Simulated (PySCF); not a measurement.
Effect of structural changes

Computed with PySCF 2.14.0, TDDFT CAM-B3LYP/aug-cc-pVDZ excited states, vertical, gas phase. Geometry: PBE0-D3(BJ)/def2-SVP.

Each molecule in one low-energy conformer. The parent is S=CB1NBNBN1.

(1) How does the largest two-photon cross section among the few lowest singlets (linear parallel light, single beam, Lorentzian half width 0.1 eV, states within 0.08 eV summed) change along this series?
- S=CB1NBNBN1 (base)
- C#CN1BNB(C=S)NB1 (H replaced by ethynyl)
- CN1BNB(C=S)NB1 (H replaced by CH3)

Answers

(1) 
| molecule | S1 (eV) | f(S1) | largest σ (GM) | at photon λ (nm) |
| --- | --- | --- | --- | --- |
| S=CB1NBNBN1 | 1.91 | 0.000 | 5.9 | 469 |
| C#CN1BNB(C=S)NB1 | 1.89 | 0.000 | 34.6 | 564 |
| CN1BNB(C=S)NB1 | 1.91 | 0.000 | 15.1 | 413 |

The largest two-photon cross section among the few lowest singlets (linear parallel light, single beam, Lorentzian half width 0.1 eV, states within 0.08 eV summed) is lowest for S=CB1NBNBN1 and highest for C#CN1BNB(C=S)NB1.
